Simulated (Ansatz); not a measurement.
Ansatz (a program for electronic structure) input file for Al(Me)(F)2 (CH₃AlF₂), SMILES [F][Al]([CH3])[F], PBE-D3(BJ)/def2-SVP. 

Ansatz 0.2 input:
```yaml
crystal:
  periodic: [false, false, false]
  atoms:
    - {symbol: Al, position_ang: [0.04952368, 0.04363049, -0.00001484]}
    - {symbol: C, position_ang: [-1.47479673, -1.14160201, -0.04627839]}
    - {symbol: H, position_ang: [-1.25068925, -2.03494633, -0.65289583]}
    - {symbol: H, position_ang: [-2.36649422, -0.65259727, -0.46724770]}
    - {symbol: H, position_ang: [-1.71990750, -1.49643056, 0.96867239]}
    - {symbol: F, position_ang: [-0.01290305, 1.60699378, -0.55751054]}
    - {symbol: F, position_ang: [1.51757677, -0.44406159, 0.60521438]}
basis:
  gaussian:
    orbitals: def2-SVP
hamiltonian:
  xc: pbe
  dispersion: d3bj
relax: {f_tol: 0.002, max_steps: 200}
```

It prints:

```
WARN ansatz: RAYON_NUM_THREADS=1 ignored (pool sized by the plan → 1); use --threads N
Functional definition: PBE
integrals: 0.02 GiB planned
821 factors; their error is unknown
mean field: 0.15 GiB planned
mean field evaluation 1: about -13092.2783 eV, gradient 7.3e1 eV
mean field evaluation 2: about -13069.8383 eV, gradient 1.3e2 eV
mean field evaluation 4: about -13103.0163 eV, gradient 8.9e0 eV
mean field evaluation 8: about -13103.1496 eV, gradient 7.3e-2 eV
mean field -13103.14959117 eV, -481.5318658418 hartree, gradient 6.4e-5 eV, S^2 0.000000; 0 other end points of the search recorded, 0 dependent functions left out
the calculation of the forces begins
reference -13103.14962995 eV, -481.5318672668 hartree; 20, 20 occupied and 55, 55 virtual orbitals, 821 factors
relax step   1: F+E_penalty+E_count = -13103.23949270 eV  Δ(F+E_penalty+E_count) = +0.000e0 eV  max|allowed force component| = 3.602e-1 eV/Å  Δτ_max = 0.0000 Å  (23 SCF iters, accepted)
these checks for a lower state are left out or cut short: starts, cluster_reference, orbital_swaps, neighbouring_geometries, increment
integrals: 0.02 GiB planned
821 factors; their error is unknown
mean field: 0.15 GiB planned
mean field evaluation 16: about -13103.2033 eV, gradient 4.7e-4 eV
mean field -13103.15544620 eV, -481.5320810099 hartree, gradient 1.9e-5 eV, S^2 0.000000; 0 other end points of the search recorded, 0 dependent functions left out
the calculation of the forces begins
reference -13103.15548496 eV, -481.5320824346 hartree; 20, 20 occupied and 55, 55 virtual orbitals, 821 factors
relax step   2: F+E_penalty+E_count = -13103.24519157 eV  Δ(F+E_penalty+E_count) = -5.699e-3 eV  max|allowed force component| = 2.008e-1 eV/Å  Δτ_max = 0.0066 Å  (28 SCF iters, accepted)
these checks for a lower state are left out or cut short: starts, cluster_reference, orbital_swaps, neighbouring_geometries, increment
integrals: 0.02 GiB planned
821 factors; their error is unknown
mean field: 0.15 GiB planned
mean field -13103.15730713 eV, -481.5321493981 hartree, gradient 2.0e-5 eV, S^2 0.000000; 0 other end points of the search recorded, 0 dependent functions left out
the calculation of the forces begins
reference -13103.15734588 eV, -481.5321508220 hartree; 20, 20 occupied and 55, 55 virtual orbitals, 821 factors
relax step   3: F+E_penalty+E_count = -13103.24690691 eV  Δ(F+E_penalty+E_count) = -1.715e-3 eV  max|allowed force component| = 1.032e-2 eV/Å  Δτ_max = 0.0074 Å  (28 SCF iters, accepted)
these checks for a lower state are left out or cut short: starts, cluster_reference, orbital_swaps, neighbouring_geometries, increment
integrals: 0.02 GiB planned
821 factors; their error is unknown
mean field: 0.15 GiB planned
mean field evaluation 32: about -13103.1573 eV, gradient 1.5e-4 eV
mean field -13103.15730023 eV, -481.5321491446 hartree, gradient 8.2e-6 eV, S^2 0.000000; 0 other end points of the search recorded, 0 dependent functions left out
the calculation of the forces begins
reference -13103.15733897 eV, -481.5321505682 hartree; 20, 20 occupied and 55, 55 virtual orbitals, 821 factors
relax step   4: F+E_penalty+E_count = -13103.24689282 eV  Δ(F+E_penalty+E_count) = +1.409e-5 eV  max|allowed force component| = 1.253e-2 eV/Å  Δτ_max = 0.0022 Å  (21 SCF iters, rejected (line search))
these checks for a lower state are left out or cut short: starts, cluster_reference, orbital_swaps, neighbouring_geometries, increment
integrals: 0.02 GiB planned
821 factors; their error is unknown
mean field: 0.15 GiB planned
mean field -13103.15730905 eV, -481.5321494684 hartree, gradient 7.2e-5 eV, S^2 0.000000; 0 other end points of the search recorded, 0 dependent functions left out
the calculation of the forces begins
reference -13103.15734779 eV, -481.5321508922 hartree; 20, 20 occupied and 55, 55 virtual orbitals, 821 factors
relax step   5: F+E_penalty+E_count = -13103.24691054 eV  Δ(F+E_penalty+E_count) = -3.632e-6 eV  max|allowed force component| = 6.685e-4 eV/Å  Δτ_max = 0.0005 Å  (17 SCF iters, accepted)
integrals: 0.02 GiB planned
821 factors; their error is unknown
mean field: 0.15 GiB planned
mean field -13103.15730905 eV, -481.5321494684 hartree, gradient 7.2e-5 eV, S^2 0.000000; 1 other end points of the search recorded, 0 dependent functions left out
the calculation of the forces begins
reference -13103.15734779 eV, -481.5321508922 hartree; 20, 20 occupied and 55, 55 virtual orbitals, 821 factors
Total energy: -13103.24694928 eV, -481.5354436864 hartree
Atom 0 at     0.051397     0.045115    -0.000049 Å, force     0.000064     0.000181     0.000669 eV/Å
Atom 1 at    -1.478123    -1.143945    -0.046439 Å, force     0.000301     0.000107    -0.000156 eV/Å
Atom 2 at    -1.251210    -2.042425    -0.656982 Å, force    -0.000461     0.000069     0.000168 eV/Å
Atom 3 at    -2.374899    -0.650892    -0.470109 Å, force    -0.000133    -0.000415     0.000057 eV/Å
Atom 4 at    -1.723432    -1.500553     0.975329 Å, force    -0.000096    -0.000036    -0.000375 eV/Å
Atom 5 at    -0.011661     1.620180    -0.561805 Å, force     0.000062     0.000093    -0.000239 eV/Å
Atom 6 at     1.530236    -0.446493     0.609994 Å, force     0.000263     0.000001    -0.000122 eV/Å
Dipole moment:    -0.367822    -0.289147    -0.010242 e Å
```

Self-consistency was reached.

Cost: about 5 core-seconds (a rough figure).
